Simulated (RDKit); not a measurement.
RDKit input (UFF):

```python
from rdkit import Chem
from rdkit.Chem import AllChem, rdDetermineBonds

mol = Chem.MolFromXYZFile('mol.xyz')
rdDetermineBonds.DetermineBonds(mol, charge=0)
print('SMILES', Chem.MolToSmiles(Chem.RemoveHs(mol)))
ff = AllChem.UFFGetMoleculeForceField(mol)
e0 = ff.CalcEnergy()
flag = ff.Minimize(maxIts=5000, forceTol=1e-5)
print(f'energy {e0:.4f} -> {ff.CalcEnergy():.4f} kcal/mol, converged: {flag == 0}')
print(Chem.MolToXYZBlock(mol))
```
mol.xyz:
```
3

O     -1.36687604     0.55831406    -0.03290379
Se     0.00828182    -0.28161326     0.00618097
O      1.33167830     0.63854228     0.00663467
```

Output:

```
[21:23:44] UFFTYPER: Unrecognized charge state for atom: 1
[21:23:44] UFFTYPER: Unrecognized atom type: Se2+2 (1)
SMILES O=[Se+][O-]
energy 0.0000 -> 0.0000 kcal/mol, converged: True
3

O     -1.366876    0.558314   -0.032904
Se     0.008282   -0.281613    0.006181
O      1.331678    0.638542    0.006635
```

The geometry given is a B3LYP-D3(BJ)/def2-TZVP minimum.
